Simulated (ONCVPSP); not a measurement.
## Before and after: ONCV potential for Ar (Z = 18)

```json
{
  "Element": "argon",
  "Generator": "ONCVPSP 4.0.1",
  "Type": "optimised norm-conserving Vanderbilt (ONCV)",
  "Functional": "LDA (Perdew-Wang 92)",
  "Relativity": "scalar-relativistic",
  "Frozen core": "[Ne]",
  "Valence charge": "8",
  "Reference configuration": "3s2 3p4.5 (charge +1.5)",
  "Partial waves": "3s: rc 1.05 bohr, ncon 4, nbas 8, qcut 4.8 1/bohr, 2 projectors, debl 2.9 Ha; 3p: rc 0.95 bohr, ncon 4, nbas 7, qcut 9.1 1/bohr, 1 projector; d scattering state at 0.02 Ha: rc 0.85 bohr, ncon 4, nbas 8, qcut 9.6 1/bohr, local",
  "Local potential": "the d channel",
  "Core correction": "none"
}
```

All-electron outer shells of the reference configuration (LDA (PZ), scalar-relativistic, ld1.x):

| shell | level (eV) | outermost node (bohr) | outermost maximum (bohr) |
| --- | --- | --- | --- |
| 2s | -317.62 | 0.12 | 0.34 |
| 2p | -251.60 | – | 0.28 |
| 3s | -43.38 | 0.52 | 1.16 |
| 3p | -28.68 | 0.49 | 1.25 |

Change: functional PBE.

Cutoffs: the cutoffs (Ha) at which the residual kinetic energy of the hardest occupied pseudo-wave falls to 1 and 0.1 mHa per electron; they do not see the model core or the augmentation charge, which bear on the density cutoff. Errors are all-electron minus pseudo energies relative to the spin-unpolarised reference configuration.

Question: Predict the effect on cutoff, ghosts and configuration errors.

Answer: The potential gets neither clearly harder nor softer (127 Ha and 165 Ha → 128 Ha and 165 Ha); of the 4 tests that both files solve, the error grows in 0 and shrinks in 4 by more than 15 % and 0.3 meV (median size 8.2 → 6.2 meV); neither file shows a bound ghost.

| quantity | base | changed |
| --- | --- | --- |
| cutoff, loose | 127 Ha | 128 Ha |
| cutoff, tight | 165 Ha | 165 Ha |
| loose cutoff by channel | s 60 Ha, p 127 Ha | s 60 Ha, p 128 Ha |
| bound ghosts | none | none |
| GHOST(+) flags under 300 eV | s at 175.9 eV | s at 177.4 eV |
| error for 3s2 3p6, meV [ΔE -28.86 → -28.72 eV] | +22 | +17 |
| error for 3s2 3p5, meV [ΔE -12.71 → -12.67 eV] | +4.1 | +3.2 |
| error for 3s2 3p4, meV [ΔE 16.03 → 15.99 eV] | +3.3 | +2.1 |
| error for 3s2 3p5.5, meV [ΔE -22.26 → -22.18 eV] | +12 | +9.3 |
| s: phases at 1.06 bohr within 0.05 rad from the reference energy up to (Ha; the scan ends near 5) | to the end of the scan | to the end of the scan |
| p: phases at 0.97 bohr within 0.05 rad from the reference energy up to (Ha; the scan ends near 5) | 0.7 | 0.7 |
| d: phases at 0.86 bohr within 0.05 rad from the reference energy up to (Ha; the scan ends near 5) | to the end of the scan | to the end of the scan |
